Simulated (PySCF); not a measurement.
C$_{2}$H$_{6}$AuClS, triplet, at the geometry of the source list (the multiplicity is a formal guess) (core potentials on Au). Base run: DF-R2SCAN/def2-SVP in PySCF.

PySCF was given this input:
```python
from pyscf import gto, scf, dft

mol = gto.M(
    atom='''
Au    1.618600   -1.580700    0.010300
Cl    3.699800   -2.331900    0.394000
C    -0.216700    0.795000   -1.330700
S    -0.541200   -0.714300   -0.362900
C    -0.958000    0.052600    1.236600
H     0.543800    1.394400   -0.841200
H    -1.146000    1.348900   -1.427200
H     0.130200    0.477600   -2.308400
H    -0.149800    0.699800    1.560600
H    -1.099200   -0.753500    1.948800
H    -1.881600    0.612200    1.120100
''',
    basis='def2-svp',
    ecp={'Au': 'def2-svp'},
    charge=0,
    spin=2,
    verbose=5,
)

mf = dft.UKS(mol)
mf.xc = 'r2scan'
mf = mf.density_fit(auxbasis='def2-universal-jkfit')
mf.kernel()
```

Variants of this job, named by their change:

| change | basis functions | E (Eh) | HOMO (eV) | dipole (D) | core-seconds (rough) |
|---|---|---|---|---|---|
| base | 126 | -1073.46779 | -1.69 | 5.29 | 80 |
| basis = LANL2DZ | 68 | -240.17697 | -1.98 | 6.13 | 50 |
| basis = def2-SV(P) | 101 | -1073.44717 | -1.70 | 5.30 | 70 |
| basis = def2-SVPD | [?] | [?] | [?] | [?] | 100 |
| basis = def2-TZVP | 212 | -1073.87026 | -1.91 | 5.37 | 200 |

Some entries are withheld; supply them.


- basis = def2-SVPD, basis functions: 177
- basis = def2-SVPD, E (Eh): -1073.48818
- basis = def2-SVPD, HOMO (eV): -2.02
- basis = def2-SVPD, dipole (D): 5.65

Totals compare only among sets that treat the same electrons; sets with core potentials leave the core out.

Open shells are given as the SCF converged; they aren't shown to be the lowest states, and a large step between rows can be another state.
